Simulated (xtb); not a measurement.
CH₈N₂Si₃, SMILES C1=N[SiH2][SiH2]N[SiH2]1. All values are semi-empirical tight-binding results from xtb (GFN2-xTB unless named), good for trends rather than for accurate numbers. Geometry optimised at GFN2-xTB. This is a generated structure with no PubChem entry under its InChIKey; it may be hypothetical.

Optimised geometry:

Bonds (Å): C1–N2 1.256, C1–Si6 1.905, C1–H7 1.096, N2–Si3 1.729, Si3–Si4 2.300, Si3–H8 1.468, Si3–H9 1.468, Si4–N5 1.755, Si4–H10 1.476, Si4–H11 1.474, N5–Si6 1.724, N5–H12 1.009, Si6–H13 1.470, Si6–H14 1.467. Bond angles (°): N2–C1–Si6 129.8, N2–C1–H7 115.5, Si6–C1–H7 114.8, C1–N2–Si3 130.1, N2–Si3–Si4 112.9, N2–Si3–H8 101.8, N2–Si3–H9 101.9, Si4–Si3–H8 114.6, Si4–Si3–H9 115.2, H8–Si3–H9 109.1, Si3–Si4–N5 103.2, Si3–Si4–H10 117.3, Si3–Si4–H11 118.3, N5–Si4–H10 106.8, N5–Si4–H11 104.4, H10–Si4–H11 105.6, Si4–N5–Si6 132.0, Si4–N5–H12 114.2, Si6–N5–H12 113.3, C1–Si6–N5 110.4, C1–Si6–H13 106.4, C1–Si6–H14 107.4, N5–Si6–H13 112.2, N5–Si6–H14 109.0, H13–Si6–H14 111.5.
Charge 0, spin multiplicity 1.

Computed properties:
```
Item                                             Result
----------------------------------------  -------------
orbital gap                                     1.80 eV
dipole moment                                    2.09 D
zero-point energy                         53.2 kcal/mol
G − E(el) at 298.15 K (modified RRHO)     32.1 kcal/mol
static polarisability (D4 model)            109.7 bohr³
solvation energy, GFN2-xTB/ALPB(water)    -1.3 kcal/mol
solvation energy, GFN2-xTB/ALPB(octanol)  -4.5 kcal/mol
```

Give the atomic charges and the Wiberg bond orders between heavy atoms. (Estimate from the structure and the level; the computed values follow.)

charges (e) C1 -0.03, N2 -0.31, Si3 0.40, Si4 0.42, N5 -0.46, Si6 0.47, H7 0.02, H8 -0.11, H9 -0.11, H10 -0.11, H11 -0.11, H12 0.13, H13 -0.10, H14 -0.10. Bond orders C1–N2 1.97, N2–Si3 1.11, Si3–Si4 0.82, Si4–N5 1.00, C1–Si6 0.83, N5–Si6 1.13.
